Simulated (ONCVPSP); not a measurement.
**Which change was made? (Pd, ONCV)**

| Property | Result |
| --- | --- |
| Element | palladium (Pd) |
| Generator | ONCVPSP 4.0.1 |
| Type | optimised norm-conserving Vanderbilt (ONCV) |
| Functional | PBEsol |
| Relativity | fully relativistic |
| Frozen core | [Ar] 3d10 |
| Valence charge | 18 |
| Reference configuration | 4s2 4p6 4d10 |
| Partial waves | 4s: rc 1.40 bohr, ncon 4, nbas 7, qcut 10.1 1/bohr, 2 projectors, debl 2.5 Ha; 4p: rc 1.60 bohr, ncon 5, nbas 9, qcut 8.4 1/bohr, 2 projectors, debl 3.9 Ha; 4d: rc 1.45 bohr, ncon 3, nbas 6, qcut 6.5 1/bohr, 2 projectors, debl 1.6 Ha |
| Local potential | polynomial inside 0.95 bohr (lpopt 5, dvloc0 6 Ha) |
| Core correction | Teter function, fcfact 4.5, rcfact 1.65 |

Open shells are filled in proportion to 2j + 1.

In the s channel the program set the typed energies aside and used -3.131, 0.250 Ha.

Cutoffs, loose and tight: the cutoffs (Ha) at which the residual kinetic energy of the hardest occupied pseudo-wave falls to 1 and 0.1 mHa per electron. They do not see the model core or the augmentation charge, which bear on the density cutoff. Test errors are all-electron minus pseudo excitation energies from the reference, over the configurations 4s2 4p6 4d9; 4s2 4p6 4d8; 4s2 4p6 4d7; 4s1 4p6 4d10; variants that change the core or the reference have their own tests. The largest error is taken over the tests solved by every variant that gives reliable tests at all, those not shown here included: 4s1 4p6 4d10; 4s2 4p6 4d8; 4s2 4p6 4d9.

The base gives: outcome: generated, projector energies reset by the program; cutoff, loose: 39 Ha; cutoff, tight: 79 Ha; bound ghosts: none; GHOST(+) flags above zero: s; largest test error (meV): -105.

Problem. After one change the result is: outcome: generated, projector energies reset by the program; cutoff, loose: 30 Ha; cutoff, tight: 48 Ha; bound ghosts: none; GHOST(+) flags above zero: none; largest test error (meV): -212. Which change was it?
A. d: ncon 5, nbas 8
B. reference 4s2 4p6 4d7
C. all radii but the core radius scaled by about 1.16 (s 1.62, p 1.86, d 1.68 bohr); local potential polynomial inside 1.10 bohr (lpopt 5, dvloc0 6 Ha)
D. s: nproj 1

Solution. C. The others give: reference 4s2 4p6 4d7 → outcome: generated, projector energies reset by the program; cutoff, loose: 52 Ha; cutoff, tight: 87 Ha; bound ghosts: none; GHOST(+) flags above zero: s; largest test error (meV): +19 over the solved tests; 1 of 4 tests not solved or not reliable | s: nproj 1 → outcome: generated; cutoff, loose: 39 Ha; cutoff, tight: 79 Ha; bound ghosts: none; GHOST(+) flags above zero: none; largest test error (meV): -102 | d: ncon 5, nbas 8 → outcome: generated, projector energies reset by the program; cutoff, loose: 73 Ha; cutoff, tight: 99 Ha; bound ghosts: d3/2; GHOST(+) flags above zero: s, d5/2; largest test error (meV): -69.
